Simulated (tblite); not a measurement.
Compound: C7H14Se.
Atom-mapped SMILES: `[CH2:1]=[CH:2][CH2:3][C@H:4]([CH3:5])[CH2:6][Se:7][CH3:8]` (hydrogens: H9, H10 on C1; H11 on C2; H12, H13 on C3; H14 on C4; H15, H16, H17 on C5; H18, H19 on C6; H20, H21, H22 on C8)

Computed with GFN2-xTB (tblite), gas phase: L-BFGS steps from a force-field or distance-geometry start until the largest atomic force falls under 0.01 eV/Å.

Step 27: E = -687.4342 eV
```
atom  x, y, z in Å  |  force x, y, z in eV/Å
C1     -1.1197   -0.8967   -3.0603    0.023   0.007   0.046
C2     -0.4460   -1.2665   -1.9866    0.046  -0.023  -0.007
C3      0.6866   -0.5031   -1.3726   -0.014  -0.006   0.011
C4      0.4668   -0.1510    0.1140    0.032  -0.003  -0.037
C5      0.2575   -1.3984    0.9680    0.002   0.009  -0.005
C6     -0.6982    0.8226    0.2225    0.020  -0.039  -0.043
Se7    -1.1513    1.3818    2.0549   -0.010  -0.020   0.039
C8      0.5637    2.1607    2.5958   -0.043  -0.021  -0.041
H9     -1.8979   -1.5117   -3.4811   -0.014   0.037   0.029
H10    -0.9222    0.0317   -3.5716    0.033  -0.002   0.008
H11    -0.6787   -2.2078   -1.5072    0.003  -0.005  -0.012
H12     0.8617    0.4158   -1.9396   -0.005  -0.041   0.021
H13     1.5911   -1.1195   -1.4371   -0.046   0.044  -0.024
H14     1.3730    0.3577    0.4623    0.046  -0.018  -0.003
H15     0.9890   -2.1630    0.7181    0.011  -0.008  -0.034
H16    -0.7407   -1.8018    0.8228   -0.021  -0.017  -0.011
H17     0.3736   -1.1636    2.0232   -0.046   0.059   0.029
H18    -0.4936    1.7339   -0.3468   -0.007  -0.007   0.030
H19    -1.6113    0.3690   -0.1679   -0.027   0.006   0.026
H20     0.3475    2.8987    3.3630    0.038   0.008  -0.001
H21     1.0138    2.6349    1.7295    0.000   0.077  -0.018
H22     1.2250    1.3955    2.9940   -0.020  -0.037  -0.004
```

Step 28: E = -687.4354 eV
```
atom  x, y, z in Å  |  force x, y, z in eV/Å
C1     -1.1206   -0.8951   -3.0563    0.036  -0.001   0.040
C2     -0.4433   -1.2659   -1.9854    0.011  -0.006   0.020
C3      0.6877   -0.5011   -1.3708    0.002  -0.018  -0.017
C4      0.4673   -0.1520    0.1162    0.026   0.022  -0.072
C5      0.2558   -1.4011    0.9673    0.010   0.038  -0.018
C6     -0.6981    0.8220    0.2214    0.019  -0.030  -0.021
Se7    -1.1516    1.3787    2.0549   -0.024  -0.015   0.021
C8      0.5624    2.1599    2.5909   -0.034  -0.017  -0.036
H9     -1.9015   -1.5090   -3.4738   -0.009   0.041   0.024
H10    -0.9189    0.0311   -3.5696    0.021   0.002   0.002
H11    -0.6788   -2.2039   -1.5013    0.006  -0.017  -0.020
H12     0.8635    0.4171   -1.9392   -0.013  -0.041   0.038
H13     1.5915   -1.1170   -1.4363   -0.018   0.030  -0.020
H14     1.3747    0.3558    0.4655    0.016  -0.028  -0.004
H15     0.9925   -2.1611    0.7179   -0.006  -0.019  -0.022
H16    -0.7417   -1.8059    0.8176    0.003  -0.016  -0.007
H17     0.3676   -1.1648    2.0224   -0.047   0.045   0.037
H18    -0.4922    1.7350   -0.3457   -0.009  -0.026   0.036
H19    -1.6115    0.3693   -0.1707   -0.009   0.009   0.029
H20     0.3476    2.8946    3.3608    0.032   0.022   0.017
H21     1.0120    2.6382    1.7270   -0.009   0.078  -0.034
H22     1.2252    1.3947    2.9849   -0.003  -0.052   0.008
```

Step 29: E = -687.4366 eV
```
atom  x, y, z in Å  |  force x, y, z in eV/Å
C1     -1.1208   -0.8938   -3.0524    0.036  -0.004   0.020
C2     -0.4406   -1.2659   -1.9842   -0.025   0.005   0.039
C3      0.6884   -0.4998   -1.3696    0.016  -0.025  -0.032
C4      0.4681   -0.1526    0.1170    0.011   0.029  -0.068
C5      0.2544   -1.4028    0.9665    0.015   0.047  -0.021
C6     -0.6977    0.8208    0.2203    0.008  -0.013   0.012
Se7    -1.1523    1.3756    2.0555   -0.026  -0.011  -0.005
C8      0.5608    2.1590    2.5860   -0.006  -0.003  -0.019
H9     -1.9048   -1.5056   -3.4672   -0.003   0.041   0.019
H10    -0.9152    0.0305   -3.5676    0.011   0.006  -0.001
H11    -0.6786   -2.2012   -1.4968    0.007  -0.032  -0.020
H12     0.8646    0.4175   -1.9386   -0.018  -0.022   0.036
H13     1.5916   -1.1143   -1.4361    0.023   0.004  -0.018
H14     1.3767    0.3533    0.4679   -0.010  -0.030  -0.009
H15     0.9952   -2.1596    0.7175   -0.025  -0.019  -0.003
H16    -0.7425   -1.8095    0.8132    0.030  -0.008  -0.005
H17     0.3617   -1.1646    2.0221   -0.044   0.027   0.023
H18    -0.4915    1.7355   -0.3440   -0.008  -0.032   0.034
H19    -1.6119    0.3696   -0.1723    0.006   0.006   0.026
H20     0.3483    2.8913    3.3589    0.026   0.021   0.022
H21     1.0105    2.6427    1.7245   -0.026   0.059  -0.034
H22     1.2249    1.3933    2.9771    0.002  -0.049   0.005
```

Task: Estimate the geometry and energy of step 30. (The exact step hangs on the optimiser's Hessian estimate; all steps are aligned on step 29, rigid shifts and turns removed.)

Result: E = -687.4375 eV, largest force 0.063 eV/Å
```
atom  x, y, z in Å  |  force x, y, z in eV/Å
C1     -1.1203   -0.8927   -3.0491    0.025   0.000  -0.004
C2     -0.4387   -1.2662   -1.9826   -0.044   0.007   0.043
C3      0.6892   -0.4994   -1.3694    0.024  -0.026  -0.029
C4      0.4690   -0.1529    0.1163   -0.004   0.017  -0.033
C5      0.2535   -1.4032    0.9655    0.014   0.036  -0.012
C6     -0.6972    0.8195    0.2196   -0.005   0.002   0.036
Se7    -1.1533    1.3726    2.0560   -0.015  -0.004  -0.025
C8      0.5595    2.1584    2.5818    0.022   0.014   0.003
H9     -1.9075   -1.5018   -3.4618    0.001   0.038   0.015
H10    -0.9114    0.0301   -3.5657    0.005   0.008   0.000
H11    -0.6781   -2.1999   -1.4938    0.005  -0.043  -0.016
H12     0.8648    0.4173   -1.9377   -0.018   0.003   0.020
H13     1.5922   -1.1120   -1.4365    0.057  -0.021  -0.017
H14     1.3784    0.3507    0.4692   -0.023  -0.022  -0.016
H15     0.9967   -2.1585    0.7172   -0.036  -0.013   0.015
H16    -0.7427   -1.8125    0.8100    0.047   0.004  -0.006
H17     0.3562   -1.1634    2.0221   -0.037   0.014  -0.003
H18    -0.4914    1.7354   -0.3420   -0.005  -0.023   0.025
H19    -1.6121    0.3700   -0.1728    0.012  -0.003   0.019
H20     0.3493    2.8890    3.3577    0.021   0.009   0.016
H21     1.0092    2.6476    1.7223   -0.045   0.030  -0.021
H22     1.2246    1.3915    2.9711   -0.003  -0.029  -0.010
```

The energy changes by -0.0009 eV. The first-order estimate −F·Δx gives -0.0013 eV and the mean of the old and new forces, exact on a quadratic surface, -0.0010 eV. The step makes an angle of 68° with the force vector and moves no atom by more than 0.007 Å.

The cost below is that of the whole relaxation. On Arm Neoverse V2, one thread, no GPU, shared host with 96 logical CPUs at a one-minute load of 47, this took 0.79 s wall.
